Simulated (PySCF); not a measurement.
HBr, charge +1, doublet, geometry from GFN2-xTB (a state made from the parent by changing its charge; the spin is typed, not shown lowest). Base run: PBE/6-31G* run with PySCF.

The PySCF input:
```python
from pyscf import gto, scf, dft, solvent

mol = gto.Mole()
mol.atom = '''
    Br   -0.00000000   -0.00000000   -0.04027681
    H     0.00000000    0.00000000    1.40968833
'''
mol.basis = '6-31g*'
mol.charge = 1
mol.spin = 1
mol.verbose = 4
mol.build()

mf = dft.UKS(mol)
mf.xc = 'pbe'
mf.kernel()
```

The base run was repeated with changes; each row names its change, and settings that it needs were set with it.

```
change                                                  ΔE vs base (kcal/mol)
------------------------------------------------------  ---------------------
base                                                                    0.000
model = IEF-PCM; solvent = toluene; vdw_scale = 1.1                    -49.01
model = IEF-PCM; solvent = toluene; lebedev_order = 41                 -44.46
model = IEF-PCM; solvent = methanol                                     -74.9
model = IEF-PCM; solvent = toluene; vdw_scale = 1.4                    -37.89
model = IEF-PCM; solvent = dimethylsulfoxide                            -75.7
model = C-PCM; solvent = toluene                                       -44.67
model = IEF-PCM; solvent = toluene; r_probe = 0.5                      -35.45
model = IEF-PCM; solvent = chloroform                                  -60.72
model = COSMO; solvent = toluene                                       -36.89
model = ddCOSMO; solvent = toluene                                     -41.80
model = SS(V)PE; solvent = toluene                                     -44.22
```

The base is the gas phase, so ΔE is the electrostatic part of solvation at a fixed geometry, without cavity and dispersion terms.

Open shells are given as the SCF converged; they aren't shown to be the lowest states, and a large step between rows can be another state.
